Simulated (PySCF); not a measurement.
A structure optimised at B3LYP-D3(BJ)/def2-SVP, used in a PySCF frequency run:

```
N
H 1 1.0159
C 1 1.4534 2 113.82
H 3 1.1021 1 109.70 2 -172.90
H 3 1.1033 4 106.98 1 -120.78
H 3 1.1071 4 107.15 5 -115.36
Si 1 1.7179 2 117.51 3 159.52
N 7 1.7401 1 114.46 2 -86.74
C 8 1.1983 1 144.09 2 -73.52
O 9 1.1738 1 154.53 2 -69.81
H 7 1.4841 1 107.70 2 32.13
H 7 1.4850 11 113.06 1 -120.42
```

Task: Write its SMILES and formula.

Result: CN[SiH2]N=C=O, C₂H₆N₂OSi

Task: What are its rotational constants (standard atomic weights)?

Result: 6.1365, 1.3380, 1.1526 GHz
